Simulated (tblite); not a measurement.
Compound: C₇H₅F₂O (doublet state).
SMILES with atom numbers: `[O:1][c:2]1[cH:3][cH:4][cH:5][c:6]([CH:7]([F:8])[F:9])[cH:10]1` (hydrogens: H11 on C3; H12 on C4; H13 on C5; H14 on C7; H15 on C10)

Geometry (GFN2-xTB, Å), atoms numbered from 1 in this order:
```
atom  x, y, z in Å
O1    -2.169    2.222   -0.069
C2    -1.491    1.192   -0.011
C3    -2.086   -0.118    0.193
C4    -1.318   -1.247    0.260
C5     0.069   -1.173    0.133
C6     0.693    0.068   -0.072
C7     2.196    0.097   -0.207
F8     2.604   -0.723   -1.209
F9     2.787   -0.375    0.920
C10   -0.043    1.218   -0.145
H11   -3.160   -0.158    0.290
H12   -1.780   -2.211    0.414
H13    0.675   -2.065    0.189
H14    2.597    1.102   -0.407
H15    0.420    2.181   -0.301
```

The geometry is computed with GFN2-xTB (gas phase). This method treats the open shell by occupation alone, without spin polarisation.

Take the most abundant isotopes and a rigid rotor. The values belong to one conformer with, in the numbering `[O:1][c:2]1[cH:3][cH:4][cH:5][c:6]([CH:7]([F:8])[F:9])[cH:10]1`, C5–C6–C7–F8 56°.

(1) Give the principal moments of inertia and the rotational constants in cm⁻¹.

(2) What kind of rotor is it?

(3) What does the inertial defect say?

(4) List the rotational levels J(Ka,Kc) to J = 4 (cm⁻¹).

Results:

(1) Ia = 179.91, Ib = 609.98, Ic = 701.03 u·Å²; 505379 MHz·u·Å²/I gives 2809, 828.5 and 720.9 MHz, that is A = 0.09370, B = 0.02764, C = 0.02405 cm⁻¹.

(2) An asymmetric top; Ray's κ = -0.897.

(3) Not planar: Δ = Ic − Ia − Ib = -88.85 u·Å². For a rigid frame Δ = −2 Σ m c², so Σ m c² = 44.42 u·Å² lies off the ab plane: 0.02 from hydrogen and 44.41 from heavier atoms. The atom farthest from that plane is 1.09 Å away.

(4) Above 0(0,0):
J = 1: 1(0,1) 0.0517, 1(1,1) 0.1177, 1(1,0) 0.1213
J = 2: 2(0,2) 0.1549, 2(1,2) 0.2175, 2(1,1) 0.2283, 2(2,1) 0.4265, 2(2,0) 0.4266
J = 3: 3(0,3) 0.3094, 3(1,3) 0.3671, 3(1,2) 0.3886, 3(2,2) 0.5815, 3(2,1) 0.5823, 3(3,1) 0.9209, 3(3,0) 0.9209
J = 4: 4(0,4) 0.5147, 4(1,4) 0.5664, 4(1,3) 0.6023, 4(2,3) 0.7882, 4(2,2) 0.7903, 4(3,2) 1.1279, 4(3,1) 1.1280, 4(4,1) 1.6027, 4(4,0) 1.6027

For this open shell read J as N, the rotation without spin; fine and hyperfine splittings come on top. Its GFN2-xTB frequencies are all real (lowest 23 cm⁻¹). No vibrational averaging or centrifugal distortion is included, and the geometry carries the error of its method.

The run took 0.43 s wall on Arm Neoverse V2, one thread, no GPU (shared host). This is the geometry optimisation.
